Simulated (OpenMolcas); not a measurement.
Levels of B+ by method

* Program: OpenMolcas
* Basis: ANO-L-VDZP [3s2p1d]
* Scalar Hamiltonian: non-relativistic, point nucleus
* Active space: 2 electrons in 8 orbitals (2s 2p 3s 3p)
* State averaging: 2S+1 = 3 even, 3 roots; 2S+1 = 1 even, 7 roots; 2S+1 = 3 odd, 3 roots; 2S+1 = 1 odd, 3 roots
* Spin-orbit coupling: state interaction with AMFI integrals over the reference wave functions, term energies averaged over their components

Methods on the same reference wave functions:
A. CASSCF
B. SS-CASPT2, IPEA 0.25 Eh, imaginary shift 0.1 Eh (closed shells correlated: 1s)
C. MS-CASPT2, IPEA 0.25 Eh, imaginary shift 0.1 Eh (closed shells correlated: 1s)

Energies in eV above 2s2 1S0, the measured ground level; measured values from NIST Handbook of Basic Atomic Spectroscopic Data.

```csv
Level,A,B,C,Measured
2s2 1S0,0.0000,0.0000,0.0000,0.0000
2s 2p 3P* 0,4.8307,4.732,4.732,4.6290
2s 2p 3P* 1,4.8314,4.732,4.733,4.6298
2s 2p 3P* 2,4.8329,4.734,4.734,4.6318
2s 2p 1P* 1,10.3635,9.699,9.700,9.1000
2p2 3P0,12.6753,12.581,12.581,12.2634
2p2 3P1,12.6760,12.582,12.582,12.2645
2p2 3P2,12.6775,12.583,12.583,12.2662
```

Deviations, from unrounded energies. A percentage is the sum of absolute deviations over the sum of measured energies, with the sign that they share, or ± where signs differ.

| Against measurement | Levels | A | B | C |
| --- | --- | --- | --- | --- |
| mean absolute deviation (cm-1) | 7 | 3600 | 2100 | 2100 |
| other configurations (%) | 7 | +5.2 | +3.1 | +3.1 |

B, C lie about equally close to measurement and A furthest from it. The largest miss of B in the table is 2s 2p 1P* 1, by +4800 cm-1. The ranking rests on the paired levels alone, and a cruder setting can come out closer through cancelling errors.

Between B and C no level of the table moves by more than 5 cm-1.

The lowest spin-free term lies below A's lowest term by 0.001 hartree in B, 0.001 hartree in C.

Active for correlation alone: 3p 3s; no level in the range computed is led by a configuration that fills them, so any true level of that kind is missing. Without dynamic correlation excited terms often stand tens of per cent too high (terms of higher spin than the ground term too low), and those without a measured partner can miss by more than the paired ones (holds for A). Measured partners are found by configuration, term and J. A level has none where our copy of the source lacks it or the pairing is in doubt (some pairs that miss far off the trend of their configuration count as doubtful), and it then counts in no deviation. Only configurations of the active space appear. Levels that lie high or do not pair safely by name in every column are left out.

* marks odd parity.
